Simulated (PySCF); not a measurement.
## Cost of excited-state runs on `InChI=1S/C5HClN2/c6-5(4-8)2-1-3-7/h1H`

Molfile (atoms numbered from 1):
```
C5HClN2
     RDKit          3D

  9  8  0  0  0  0  0  0  0  0999 V2000
   -2.9673    2.1859    0.0874 N   0  0  0  0  0  0  0  0  0  0  0  0
   -2.3211    1.2585   -0.1669 C   0  0  0  0  0  0  0  0  0  0  0  0
   -1.5508    0.1004   -0.4938 C   0  0  0  0  0  0  0  0  0  0  0  0
   -0.2773   -0.0195   -0.1982 C   0  0  0  0  0  0  0  0  0  0  0  0
    0.9974   -0.1524    0.0899 C   0  0  0  0  0  0  0  0  0  0  0  0
    1.5279   -0.8456    1.5872 Cl  0  0  0  0  0  0  0  0  0  0  0  0
    2.0252    0.2621   -0.8133 C   0  0  0  0  0  0  0  0  0  0  0  0
    2.8653    0.5911   -1.5403 N   0  0  0  0  0  0  0  0  0  0  0  0
   -2.0710   -0.7141   -1.0171 H   0  0  0  0  0  0  0  0  0  0  0  0
  1  2  3  0
  2  3  1  0
  3  4  2  0
  4  5  2  0
  5  6  1  0
  5  7  1  0
  7  8  3  0
  3  9  1  0
M  END
```

PySCF with density fitting, on 1 thread of an Arm Neoverse V1, shared host. Command: `OMP_NUM_THREADS=1 python excited_run.py task.json out`

(1) How long does each of these runs take, and how much memory?
- first hyperpolarisability, CAM-B3LYP/def2-TZVPD; usual settings
- circular dichroism and optical rotation, CAM-B3LYP/def2-TZVPD; 12 states
- excited states, CAM-B3LYP/def2-TZVPD; Tamm-Dancoff; spin-orbit couplings; 6 states; 5 triplets; quadratic response for 4 states
- excited states, CAM-B3LYP/def2-TZVPD; two-photon moments; 8 states; quadratic response for 6 states; 0 triplets

Answers

(1) 
```tsv
run	level	basis functions	wall time	peak memory (GiB)
first hyperpolarisability	CAM-B3LYP/def2-TZVPD	314	59 s	1.2
circular dichroism and optical rotation	CAM-B3LYP/def2-TZVPD	314	2.2 min	1.2
excited states	CAM-B3LYP/def2-TZVPD	314	65 s	1.2
excited states	CAM-B3LYP/def2-TZVPD	314	80 s	1.2
```
Times from a shared host are rough.
